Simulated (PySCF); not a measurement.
C7H5NO.
SMILES with atom numbers: `[N:1]#[C:2][O:3][c:4]1[cH:5][cH:6][cH:7][cH:8][cH:9]1` (hydrogens: H10 on C5; H11 on C6; H12 on C7; H13 on C8; H14 on C9)

Torsions of this conformer, `[N:1]#[C:2][O:3][c:4]1[cH:5][cH:6][cH:7][cH:8][cH:9]1`: C2–O3–C4–C5 180°.

The closed-shell ground state was solved at several levels (PySCF, density fitting, gas phase, non-relativistic). Geometry: PBE0-D3(BJ)/def2-TZVP, one conformer, isolated molecule.

```json
{"level": "PBE0/pcSseg-2", "basis functions": "394", "total energy (Eh)": "-399.3654", "HOMO (eV)": "-7.59", "LUMO (eV)": "-1.00", "gap (eV)": "6.59", "dipole (D)": "4.57"}
{"level": "KT3/pcSseg-2", "basis functions": "394", "total energy (Eh)": "-406.0999", "HOMO (eV)": "-6.53", "LUMO (eV)": "-1.82", "gap (eV)": "4.71", "dipole (D)": "4.43"}
{"level": "B97-2/pcSseg-2", "basis functions": "394", "total energy (Eh)": "-399.6828", "HOMO (eV)": "-7.34", "LUMO (eV)": "-1.03", "gap (eV)": "6.31", "dipole (D)": "4.56"}
```

**Question.** Estimate the row for wB97X-D/pcSseg-2, a basis of 394 functions; the other rows only guide the guess.

**Answer.** Total energy -399.6844 Eh, HOMO -9.34 eV, LUMO 0.75 eV, gap 10.09 eV, dipole 4.61 D.

**Question.** Over all these levels, which gives the widest orbital gap and which the narrowest?

**Answer.** wB97X-D/pcSseg-2 (range-separated hybrid) has the widest, 10.09 eV, and KT3/pcSseg-2 (GGA) the narrowest, 4.71 eV. From the narrowest to the widest the HOMO moves by -2.81 eV and the LUMO by +2.57 eV.

**Question.** In the pcSseg-2 basis, how does the gap go with the fixed share of exact exchange?

**Answer.** KT3 (0 %) 4.71 eV; B97-2 (21 %) 6.31 eV; PBE0 (25 %) 6.59 eV. Each rise in the share widens the gap here.

**Question.** How far do the dipole and the HOMO energy spread over the levels?

**Answer.** The dipole runs from 4.43 to 4.61 D (mean 4.54 D) and the HOMO from -9.34 to -6.53 eV.

wB97X-D is run here without its empirical dispersion term; that term would change no orbital, density or response property at a fixed geometry.
